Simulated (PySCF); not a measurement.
Species: C4H5BF2.
SMILES: `FB(F)CC1CC=1`

Torsions of this conformer, `[F:1][B:2]([F:3])[CH2:4][C:5]1=[CH:6][CH2:7]1`: F1–B2–C4–C5 -117°, B2–C4–C5–C6 104°.

The closed-shell ground state was solved at several levels (PySCF, density fitting, gas phase, non-relativistic). Isolated species at its PBE0-D3(BJ)/def2-SVP geometry (one conformer only).

| level | basis functions | HOMO (eV) | LUMO (eV) | gap (eV) | dipole (D) |
| --- | --- | --- | --- | --- | --- |
| KT2/pcSseg-1 | 144 | -5.89 | -1.35 | 4.54 | 1.39 |
| PBE0/def2-SVP | 123 | -6.94 | -0.18 | 6.76 | 1.44 |
| B3LYP/cc-pVTZ | 280 | -6.75 | -0.48 | 6.27 | 1.46 |
| BHandHLYP/pcSseg-1 | 144 | -8.04 | 0.81 | 8.85 | 1.57 |
| B97-D/pcSseg-1 | 144 | -5.83 | -1.19 | 4.64 | 1.39 |

**Question.** Estimate the row for PBE0/IGLO-III, a basis of 295 functions; the other rows only guide the guess.

**Answer.** HOMO -6.98 eV, LUMO -0.35 eV, gap 6.63 eV, dipole 1.50 D.

**Question.** Over all these levels, which gives the widest orbital gap and which the narrowest?

**Answer.** BHandHLYP/pcSseg-1 (global hybrid, 50 % exact exchange) has the widest, 8.85 eV, and KT2/pcSseg-1 (GGA) the narrowest, 4.54 eV. The two share the basis. From the narrowest to the widest the HOMO moves by -2.15 eV and the LUMO by +2.16 eV.

**Question.** How far do the dipole and the HOMO energy spread over the levels?

**Answer.** The dipole runs from 1.39 to 1.57 D (mean 1.46 D) and the HOMO from -8.04 to -5.83 eV.
